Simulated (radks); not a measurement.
Polarisability of the promethium ion Pm+, [Xe] 4f5 6s1, at imaginary frequency. Calculated with a radial shooting solver on a logarithmic mesh with Libxc functionals: scalar-relativistic Kohn-Sham, LDA (Slater exchange, Perdew-Wang correlation), spin-polarised, spherical densities, finite nucleus; open shells are filled with parallel spins first (spin-orbit coupling, left out, can overturn this in heavy ions); Fermi nuclear charge, rms radius 4.962 fm. Response by self-consistent Sternheimer equations with the Hartree and adiabatic LDA kernel, the relativistic mass of each level held fixed and spin-orbit coupling left out.

w (hartree),alpha1(iw) (bohr^3)
0.00266,79.19
0.0143,78.29
0.0360,73.63
0.0697,62.00
0.118,45.14
0.186,29.63
0.280,19.10
0.413,12.78
0.605,8.851
0.892,6.051
1.35,3.847
2.12,2.169
3.59,1.045
6.94,0.3936
17.5,0.08811

Static values: alpha1 = 79.23 bohr^3 (11.74 angstrom^3; uncoupled 127.1). C6 = 714.2, triple-dipole C9 = 38750 atomic units. One-pole (London) frequency 4 C6 / (3 alpha1^2) = 0.152 hartree, against 0.327 for minus the highest occupied eigenvalue.
